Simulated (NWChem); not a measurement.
# SiH$_{2}$SCl$_{2}$; SMILES Cl[SiH](S)Cl

```xyz
6

Si     0.0140     0.0306     0.4745
S      0.5910    -1.8445    -0.3409
Cl     1.2130     1.5588    -0.2054
Cl    -1.9157     0.3281    -0.1516
H      0.0612     0.0700     1.9541
H      1.8398    -1.7818     0.1764
```
Atoms are numbered in this order, from 1.

Level: PBE0/def2-SVP (NWChem), optimised geometry, unscaled harmonic frequencies. 

```
frequency (cm⁻¹)  IR intensity (km/mol)
----------------  ---------------------
128                                10.8
156                                 2.6
200                                11.9
235                                10.6
481                                23.3
585                                90.2
599                               125.0
724                                73.5
804                               117.9
825                               136.5
2293                               81.6
2704                                1.1
```

| Quantity | Result |
|---|---|
| zero-point energy | 13.9 kcal/mol |
| thermal correction to the enthalpy at 298.15 K (with zero-point energy) | 18.3 kcal/mol |
| heat capacity Cv | 18.8 cal/(mol K) |
| entropy at 298.15 K and 1 atm (symmetry number 1) | 80.6 cal/(mol K) |
| dipole moment | 1.75 D |

Rigid rotor and harmonic oscillator.
